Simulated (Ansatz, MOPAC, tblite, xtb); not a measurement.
Scan of H2B, doublet: symmetric bend, bond length relaxed. Scanned: H-B-H angle. Other coordinates (B-H bond length) were minimised at PBE0/def2-TZVP.

- GFN2-xTB, 300 K electronic temperature (tblite)
- GFN1-xTB (xtb)
- PM3, unrestricted, heats of formation (MOPAC)
- FCI/cc-pVDZ = Ansatz (a first-principles code) with full CI/cc-pVDZ, frozen core

Energies relative to the lowest point of each profile, in kJ/mol; the last columns give the difference from FCI:

```json
[
 {"a / °": "168.72", "GFN2-xTB": "18.3", "GFN1-xTB": "48.7", "PM3": "10.7", "FCI/cc-pVDZ": "33.5", "GFN2-xTB − FCI/cc-pVDZ": "-15.1", "GFN1-xTB − FCI/cc-pVDZ": "15.3", "PM3 − FCI/cc-pVDZ": "-22.7"},
 {"a / °": "158.01", "GFN2-xTB": "13.0", "GFN1-xTB": "37.3", "PM3": "5.8", "FCI/cc-pVDZ": "23.0", "GFN2-xTB − FCI/cc-pVDZ": "-9.9", "GFN1-xTB − FCI/cc-pVDZ": "14.3", "PM3 − FCI/cc-pVDZ": "-17.2"},
 {"a / °": "150.43", "GFN2-xTB": "8.4", "GFN1-xTB": "26.6", "PM3": "2.3", "FCI/cc-pVDZ": "14.5", "GFN2-xTB − FCI/cc-pVDZ": "-6.1", "GFN1-xTB − FCI/cc-pVDZ": "12.1", "PM3 − FCI/cc-pVDZ": "-12.2"},
 {"a / °": "138.99", "GFN2-xTB": "2.3", "GFN1-xTB": "11.5", "PM3": "0.0", "FCI/cc-pVDZ": "3.9", "GFN2-xTB − FCI/cc-pVDZ": "-1.6", "GFN1-xTB − FCI/cc-pVDZ": "7.6", "PM3 − FCI/cc-pVDZ": "-3.9"},
 {"a / °": "128.52", "GFN2-xTB": "0.0", "GFN1-xTB": "2.3", "PM3": "3.3", "FCI/cc-pVDZ": "0.0", "GFN2-xTB − FCI/cc-pVDZ": "0.0", "GFN1-xTB − FCI/cc-pVDZ": "2.3", "PM3 − FCI/cc-pVDZ": "3.3"},
 {"a / °": "120.75", "GFN2-xTB": "1.5", "GFN1-xTB": "0.0", "PM3": "9.8", "FCI/cc-pVDZ": "2.1", "GFN2-xTB − FCI/cc-pVDZ": "-0.6", "GFN1-xTB − FCI/cc-pVDZ": "-2.1", "PM3 − FCI/cc-pVDZ": "7.7"},
 {"a / °": "109.44", "GFN2-xTB": "10.6", "GFN1-xTB": "5.4", "PM3": "26.3", "FCI/cc-pVDZ": "14.6", "GFN2-xTB − FCI/cc-pVDZ": "-4.0", "GFN1-xTB − FCI/cc-pVDZ": "-9.2", "PM3 − FCI/cc-pVDZ": "11.7"},
 {"a / °": "102.02", "GFN2-xTB": "22.3", "GFN1-xTB": "15.9", "PM3": "41.8", "FCI/cc-pVDZ": "29.7", "GFN2-xTB − FCI/cc-pVDZ": "-7.5", "GFN1-xTB − FCI/cc-pVDZ": "-13.8", "PM3 − FCI/cc-pVDZ": "12.1"},
 {"a / °": "89.42", "GFN2-xTB": "55.7", "GFN1-xTB": "49.0", "PM3": "78.7", "FCI/cc-pVDZ": "69.5", "GFN2-xTB − FCI/cc-pVDZ": "-13.7", "GFN1-xTB − FCI/cc-pVDZ": "-20.4", "PM3 − FCI/cc-pVDZ": "9.3"},
 {"a / °": "78.89", "GFN2-xTB": "101.2", "GFN1-xTB": "95.4", "PM3": "—", "FCI/cc-pVDZ": "117.5", "GFN2-xTB − FCI/cc-pVDZ": "-16.2", "GFN1-xTB − FCI/cc-pVDZ": "-22.1", "PM3 − FCI/cc-pVDZ": "—"},
 {"a / °": "69.56", "GFN2-xTB": "159.5", "GFN1-xTB": "154.2", "PM3": "—", "FCI/cc-pVDZ": "172.5", "GFN2-xTB − FCI/cc-pVDZ": "-12.9", "GFN1-xTB − FCI/cc-pVDZ": "-18.3", "PM3 − FCI/cc-pVDZ": "—"},
 {"a / °": "60", "GFN2-xTB": "241.1", "GFN1-xTB": "230.1", "PM3": "—", "FCI/cc-pVDZ": "242.2", "GFN2-xTB − FCI/cc-pVDZ": "-1.1", "GFN1-xTB − FCI/cc-pVDZ": "-12.1", "PM3 − FCI/cc-pVDZ": "—"}
]
```

GFN2-xTB is furthest from FCI/cc-pVDZ at 78.89 (-16.2 kJ/mol, below); its mean absolute difference over the points is 7.4 kJ/mol.

GFN1-xTB is furthest from FCI/cc-pVDZ at 78.89 (-22.1 kJ/mol, below); its mean absolute difference over the points is 12.5 kJ/mol.

PM3 is furthest from FCI/cc-pVDZ at 168.72 (-22.7 kJ/mol, below); its mean absolute difference over the points is 11.1 kJ/mol.

Dashes: no converged value, or the column stops at the first point that the program doubted or that broke a chosen test of continuity, which isn't proof of a fault.

The scan ran from 180.0 to 60.0; beyond the range shown the relaxed coordinates jump or full CI changes its symmetry label.
